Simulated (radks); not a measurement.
Q: The mean radii <r> (bohr) of the occupied orbitals of an atom or ion are listed with their occupations. Calculated with a radial shooting solver on a logarithmic mesh with Libxc functionals: Dirac Kohn-Sham, PBE, spin-unpolarised, spherical densities, finite nucleus; Fermi nuclear charge, rms radius of each element as measured or else 0.836 A^(1/3) + 0.57 fm.

orbital  occ.      <r>
1s1/2       2  0.03034
2s1/2       2   0.1268
2p1/2       2   0.1068
2p3/2       2   0.1115

Name the element and its charge. Open shells, if any, fill j = l - 1/2 first.

A: Z = 48, cadmium, charge +40: Cd40+ in [He] 2s2 2p4. The 1s radius gives Z: for a bare nucleus <r> = (2 gamma + 1)/(2Z) with gamma = sqrt(1 - (Z/c)^2), 0.02993 bohr for Z = 48, and screening makes it slightly larger (0.03034 here). The occupations add up to 8, and the charge is Z minus that.
